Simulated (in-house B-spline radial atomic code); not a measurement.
Configurations of Ni⁺, with energies counted from [Ar] 3d9. Computed with a radial B-spline atomic code at the basis-set limit: non-relativistic B97-1, spin-polarised, spherical fractional occupations, exact exchange averaged over the configuration, point nucleus. Shells without spins written out take the highest spin.

Occupations are held fixed; configurations that lie above the ionisation limit could autoionise.

```csv
configuration,E - E(ref) (eV),highest orbital,its <r> (bohr)
[Ar] 3d8 4p1,7.65,4p up,3.236
[Ne] 3s2 3p5 3d9 4s1,65.003,4s up,2.55
[Ne] 3s2 3p5 3d9 4d1,76.074,4d up,5.506
[Ne] 3s2 3p5 3d9 4f1,78.521,4f up,8.743
```

**Question.** Order these further configurations by energy, lowest first.
A. [Ar] 3d8 4d1
B. [Ne] 3s2 3p5 3d9 4p1
C. [Ar] 3d8 4s1
D. [Ne] 3s2 3p5 3d10
E. [Ar] 3d8 4f1

**Answer.** C (2.161 eV), A (13.134 eV), E (15.557 eV), D (62.405 eV), B (70.537 eV).
